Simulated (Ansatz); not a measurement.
Geometry optimisation, Ansatz, RKS PBE0-D4/6-31G*.

input.yaml

```yaml
crystal:
  periodic: [false, false, false]
  atoms:
    - { symbol: B, position_ang: [0.0, 0.0, 0.0] }
    - { symbol: H, position_ang: [0.0, 0.0, 1.54] }
    - { symbol: Cl, position_ang: [1.6108, 0.0, -0.93] }
    - { symbol: Cl, position_ang: [-1.6108, 0.0, -0.93] }
    - { symbol: S, position_ang: [0.0915, -2.0763, 0.6906] }
    - { symbol: H, position_ang: [-0.666, -2.8867, -0.1635] }
    - { symbol: H, position_ang: [0.0385, -0.8742, 1.6662] }
basis:
  gaussian: { orbitals: "6-31G*" }
hamiltonian:
  xc: pbe0
  dispersion: d4
relax:
  f_tol: 0.15
  max_steps: 25
  restrain:
    - { distance: [0, 4], at: 3.09, k: 30.0 }
    - { distance: [6, 1], at: 1.86, k: 30.0 }
    - { distance: [0, 1], at: 1.19, k: 30.0 }
    - { distance: [6, 4], at: 1.4, k: 30.0 }
```

Run as:

```bash
$ ansatz run input.yaml --threads 1 --pin off --max-ram 2048MiB --backend cpu --events-out ev --progress --plain --runs-dir out
```

Question: Where does it end, and by what steps?

Answer: The run converged. The restraints hold the end off the free minimum; the threshold counts their pulls, which the force column leaves out. Restrained pairs: B1–S5 (2.19 → 3.09 Å), H2–H7 (0.88 → 1.87 Å), B1–H2 (1.54 → 1.19 Å), S5–H7 (1.55 → 1.38 Å). After 8 steps the energy has fallen by 3.515 eV (the restraints' own energy left out); H7 moved furthest, 0.68 Å.

```
step  energy less start (eV)  largest force component (eV/Å)  accepted
   0                  0.0000                           3.862       yes
   1                 -0.5409                           2.490       yes
   2                 -1.6897                           2.041       yes
   3                 -2.7365                           1.715       yes
   4                 -3.3186                           1.641       yes
   5                 -3.3874                           1.189       yes
   6                 -3.4833                           0.876       yes
   7                 -3.4996                           0.956       yes
   8                 -3.5155                           0.894       yes
```

```xyz
7
Properties=species:S:1:pos:R:3
B 0.056 0.251 -0.111
H -0.021 0.264 1.078
Cl 1.590 0.546 -0.871
Cl -1.414 0.123 -1.045
S 0.270 -2.678 0.856
H -0.989 -2.803 0.395
H -0.028 -1.540 1.571
```

Time of the run: 38 s on 1 thread of Arm Neoverse V1 (shared host), peak memory 0.16 GiB.
